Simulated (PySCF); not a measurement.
# Correlation energy of Ru³⁺ (ruthenium, charge +3)

[Kr] 4d5, high-spin 6S determinant. Calculation: PySCF 2.14, in aug-cc-pVTZ-DK; scalar relativity by spin-free X2C-1e. Frozen: [Kr]; 5 electrons correlated.

```
  level  correlation energy (mhartree)
   CCSD                         -65.02
    (T)                          -0.60
CCSD(T)                         -65.62
```

Diagnostics: T1 = 0.00028, D1 = 0.0004, largest double amplitude 0.023.

Cost of the coupled-cluster step: about 7 core-seconds, for 5 correlated electrons.
